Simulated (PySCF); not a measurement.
Species: C6H6Cl2F (doublet state).
Numbering: `[CH3:1][C@@H:2]1[CH:3]=[C:4]([Cl:5])[C:6]([Cl:7])[C@H:8]1[F:9]` (hydrogens: H10, H11, H12 on C1; H13 on C2; H14 on C3; H15 on C8)

Level of theory: PySCF, UKS B3LYP, pcH-1 on C Cl F H, non-relativistic, mean-field spin-orbit, GIAO. Isolated species at its GFN2-xTB geometry, gas phase. Couplings are sensitive to structure, and on GFN2-xTB geometries they can be far from those on DFT ones. No stability test was run, so a lower SCF solution isn't excluded. ⟨S²⟩ is 0.775 where a pure state has 0.75.

(1) Match the computed a_iso(35Cl) values +4.5, -1.5 MHz with the sites Cl5; Cl7.

## Answers

(1) 
```tsv
site	a_iso (MHz)	ρ(0) (bohr⁻³)	position	distance from C3 (Å)	bound to	spin population there	largest |T| (MHz)
Cl5	-1.5	-0.0036	2 bonds from C6	2.74	C4	-0.22	7.1
Cl7	+4.5	+0.0105	1 bond from C6	3.91	C6	+0.57	37.7
```

ρ(0) is the spin density at the nucleus and T the dipolar tensor; a_iso includes a spin–orbit part; entries for several nuclei are means. The largest Mulliken spin populations are on C3 (+0.62), C6 (+0.57), C4 (-0.22) and Cl7 (+0.07). The positive populations add up to 1.33 and the negative ones to -0.33, together 2S = 1. The angles at C3 add up to 360.0°, so it is planar; its axial dipolar tensor and the negative coupling of its proton fit spin in a p orbital normal to that plane. Main spin sites, with 60 % or more of the largest population: C3, C6; positions count bonds from the nearest.

Examples of negative spin density at the nucleus (bohr⁻³): C4 (-0.0466), C2 (-0.0143) and C8 (-0.0128).

Class means assume fast exchange of nuclei equivalent by connectivity; if that motion is slow, each nucleus keeps its own coupling. The three 1H nuclei of mean +0.7 MHz run from -1.4 to 4.6 MHz in the frozen geometry.

C6, the radical centre as drawn in `C[C@@H]1C=C(Cl)[C](Cl)[C@H]1F`, holds a spin population of +0.57 out of 1.

On one thread, Arm Neoverse V1 (aarch64), no GPU, shared host, this took 2.2 min of wall time (grids of density and orbitals included) and 1.1 GiB of memory at its peak.
